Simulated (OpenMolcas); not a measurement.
Pt5+ among 3 point charges of -2.5 e arranged as a planar triangle (D3h), 2.15 Å from the ion.
```
   2.1500    0.0000    0.0000  -2.50
  -1.0750    1.8620    0.0000  -2.50
  -1.0750   -1.8620    0.0000  -2.50
```

```yaml
Program: OpenMolcas
Method: "SS-CASPT2, IPEA 0.25 Eh, imaginary shift 0.1 Eh (closed shells correlated: 4f 5s 5p)"
Basis: ANO-RCC-VTZP [8s7p5d3f1g]
Scalar_Hamiltonian: DKH2, point nucleus
Active_space: 5 electrons in 5 orbitals (5d)
State_averaging: 2S+1 = 6 even, 1 root; 2S+1 = 4 even, 24 roots; 2S+1 = 2 even, 75 roots
Spin-orbit_coupling: state interaction with AMFI integrals over the reference wave functions
```

Q: What is the spin-free ground state (labels of D3, the rotations of D3h)?

A: 6A1, 1-fold in its orbital part, 100 % from free-ion S terms; it has the highest spin that d5 allows.

Q: What are the lowest two levels with spin-orbit coupling?

A: A 2-fold level E1/2 with g = 1.88, 5.62, 5.62, then a 2-fold level E3/2 470 cm-1 above it. Their leading multiplicities are 6 (74 %) and 6 (78 %).

Q: What is χT at 300 K?

A: 3.32 cm3 K/mol.

Roots that are degenerate in the reference are averaged as groups; the widest CASPT2 spread within a group is 49 cm-1 (the 2-fold group of multiplicity 2 near 64100 cm-1 above the lowest state of its run). Shifts and gaps below about the spread of the groups concerned are not significant. Point charges give a weaker field than real ligands, and real ions of this kind are as a rule low spin; the high spin found here belongs to the model. Free-ion shares, where given, are those of the reference states; single-state CASPT2 does not remix them. This is an electrostatic model: the charges have no orbitals. No measured value stands beside these numbers.
